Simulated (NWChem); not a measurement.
System: AlNH₄; SMILES [NH2][AlH2]

NWChem printed, in part:

```
             Northwest Computational Chemistry Package (NWChem) 7.3.0
             --------------------------------------------------------

                             Geometry "geometry" -> ""
                             -------------------------

 Output coordinates in angstroms (scale by  1.889725989 to convert to a.u.)

  No.       Tag          Charge          X              Y              Z
 ---- ---------------- ---------- -------------- -------------- --------------
    1 Al                  13.0000     0.00000000     0.00000000     0.67391500
    2 H                    1.0000    -0.57713500    -1.28094500     1.41090400
    3 H                    1.0000     0.57713500     1.28094500     1.41090400
    4 N                    7.0000     0.00000000     0.00000000    -1.10707500
    5 H                    1.0000     0.34157100     0.75810600    -1.68546300
    6 H                    1.0000    -0.34157200    -0.75810600    -1.68546300

 Effective nuclear repulsion energy (a.u.)      52.2137839090

                              NWChem Property Module
                              ----------------------

  itol2e modified to match energy
  convergence criterion.

                                 NWChem DFT Module
                                 -----------------

 Summary of "ao basis" -> "ao basis" (spherical)
 ------------------------------------------------------------------------------
       Tag                 Description            Shells   Functions and Types
 ---------------- ------------------------------  ------  ---------------------
 Al                        def2-tzvp                13       37   5s5p2d1f
 H                         def2-tzvp                 4        6   3s1p
 N                         def2-tzvp                11       31   5s3p2d1f

  itol2e modified to match energy
  convergence criterion.

            General Information
            -------------------
          SCF calculation type: DFT
          Wavefunction type:  closed shell.
          No. of atoms     :     6
          No. of electrons :    24
           Alpha electrons :    12
            Beta electrons :    12
          Charge           :     0
          Spin multiplicity:     1
          Use of symmetry is: off; symmetry adaption is: off
          Maximum number of iterations: 150
          AO basis - number of functions:    92
                     number of shells:    40
          Convergence on energy requested:  1.00D-07
          Convergence on density requested:  1.00D-05
          Convergence on gradient requested:  5.00D-04

              XC Information
              --------------
                     Hartree-Fock (Exact) Exchange  1.000
                   CAM-Becke88 Exchange Functional  1.000
                      VWN V Correlation Functional  0.190 local
              Lee-Yang-Parr Correlation Functional  0.810

           Range-Separation Parameters
           ---------------------------
           Alpha           :  0.19
           Beta            :  0.46
           Gamma           :  0.33
           Short-Range HF  :     F

             Grid Information
             ----------------
          Grid used for XC integration:  fine
          Radial quadrature: Mura-Knowles
          Angular quadrature: Lebedev.
          Tag              B.-S. Rad. Rad. Pts. Rad. Cut. Ang. Pts.
          ---              ---------- --------- --------- ---------
          Al                  1.25      123          10.0       770
          H                   0.35       60          11.0       590
          N                   0.65       70          10.0       590
          Grid pruning is: on
          Number of quadrature shells:   433
          Spatial weights used:  Erf1

      Superposition of Atomic Density Guess
      -------------------------------------

 Sum of atomic energies:        -298.18561250

      Non-variational initial energy
      ------------------------------

 Total energy =    -298.718477
 1-e energy   =    -515.525549
 2-e energy   =     164.593288
 HOMO         =      -0.361270
 LUMO         =       0.004590

[...]

          -----------------------
          Electric field gradient
          -----------------------

 1 a.u. = 0.324123 10**(16) esu/cm**3  ( or statvolts/cm**2 ) = 0.97174 10**(22) v/m**2

 ------------------------------------------------------------
   Atom      X         Y         Z
 ------------------------------------------------------------
    1 Al   0.00000   0.00000   1.27351
 ------------------------------------------------------------

 Electric field gradient in molecular frame (a.u.)
         XX             YY             ZZ             XY             XZ             YZ
 ------------------------------------------------------------------------------------------
       -0.927192       0.339344       0.587848       0.715987       0.000000      -0.000000

 Principal components (a.u.) and orientation
 of principal axis w.r.t. absolute frame                      Asymmetry parameter eta
 --------------------------------------------------------------------------------------
       -1.249783       0.661935       0.587848                       0.059280

        0.911732       0.410785       0.000000
       -0.410785       0.911732       0.000000
       -0.000000      -0.000000       1.000000

 ------------------------------------------------------------
   Atom      X         Y         Z
 ------------------------------------------------------------
    2 H   -1.09063  -2.42064   2.66622
 ------------------------------------------------------------

 Electric field gradient in molecular frame (a.u.)
         XX             YY             ZZ             XY             XZ             YZ
 ------------------------------------------------------------------------------------------
        0.033697      -0.054031       0.020334      -0.049593       0.028698       0.063695

 Principal components (a.u.) and orientation
 of principal axis w.r.t. absolute frame                      Asymmetry parameter eta
 --------------------------------------------------------------------------------------
       -0.112984       0.056943       0.056041                       0.007982

        0.363854       0.190661       0.911734
        0.807571       0.423187      -0.410782
       -0.464154       0.885754       0.000007

 ------------------------------------------------------------
   Atom      X         Y         Z
 ------------------------------------------------------------
    3 H    1.09063   2.42064   2.66622
 ------------------------------------------------------------

 Electric field gradient in molecular frame (a.u.)
         XX             YY             ZZ             XY             XZ             YZ
 ------------------------------------------------------------------------------------------
        0.033697      -0.054031       0.020334      -0.049593      -0.028698      -0.063695

 Principal components (a.u.) and orientation
 of principal axis w.r.t. absolute frame                      Asymmetry parameter eta
 --------------------------------------------------------------------------------------
       -0.112984       0.056943       0.056041                       0.007982

        0.363854      -0.190660       0.911734
        0.807571      -0.423188      -0.410781
        0.464154       0.885754      -0.000007

 ------------------------------------------------------------
   Atom      X         Y         Z
 ------------------------------------------------------------
    4 N    0.00000   0.00000  -2.09207
 ------------------------------------------------------------

 Electric field gradient in molecular frame (a.u.)
         XX             YY             ZZ             XY             XZ             YZ
 ------------------------------------------------------------------------------------------
        0.454866      -0.370614      -0.084252      -0.466662      -0.000001      -0.000000

 Principal components (a.u.) and orientation
 of principal axis w.r.t. absolute frame                      Asymmetry parameter eta
 --------------------------------------------------------------------------------------
        0.665125      -0.580872      -0.084252                       0.746657

        0.911731       0.410789       0.000000
       -0.410789       0.911731      -0.000001
       -0.000001       0.000001       1.000000

 ------------------------------------------------------------
   Atom      X         Y         Z
 ------------------------------------------------------------
    5 H    0.64548   1.43261  -3.18506
 ------------------------------------------------------------

 Electric field gradient in molecular frame (a.u.)
         XX             YY             ZZ             XY             XZ             YZ
 ------------------------------------------------------------------------------------------
        0.154926      -0.147218      -0.007708      -0.170808       0.112989       0.250775

 Principal components (a.u.) and orientation
 of principal axis w.r.t. absolute frame                      Asymmetry parameter eta
 --------------------------------------------------------------------------------------
       -0.411525       0.231885       0.179640                       0.126955

        0.339512       0.911731       0.231254
        0.753537      -0.410788       0.513260
       -0.562951      -0.000001       0.826490

 ------------------------------------------------------------
   Atom      X         Y         Z
 ------------------------------------------------------------
    6 H   -0.64548  -1.43261  -3.18506
 ------------------------------------------------------------

 Electric field gradient in molecular frame (a.u.)
         XX             YY             ZZ             XY             XZ             YZ
 ------------------------------------------------------------------------------------------
        0.154926      -0.147217      -0.007708      -0.170808      -0.112989      -0.250774

[...]
```

Level: CAM-B3LYP/def2-TZVP. All runs use the structure optimised with B3LYP/6-31G* (spherical d). NWChem prints the field gradient with the sign opposite to the second derivative of the potential.

Task: Which NWChem input produces such a log?

Result: One answer among several that fit: the input that was run:
```
start job
memory heap 200 mb stack 900 mb global 1100 mb
geometry units angstroms noautosym nocenter noautoz
  Al     0.000000    -0.000000     0.673915
  H     -0.577135    -1.280945     1.410904
  H      0.577135     1.280945     1.410904
  N      0.000000    -0.000000    -1.107075
  H      0.341571     0.758106    -1.685463
  H     -0.341572    -0.758106    -1.685463
end
basis spherical
  * library def2-tzvp
end
dft
  xc xcamb88 1.00 lyp 0.81 vwn_5 0.19 hfexch 1.00
  cam 0.33 cam_alpha 0.19 cam_beta 0.46
  iterations 150
end
property
  efieldgrad
end
task dft property
```
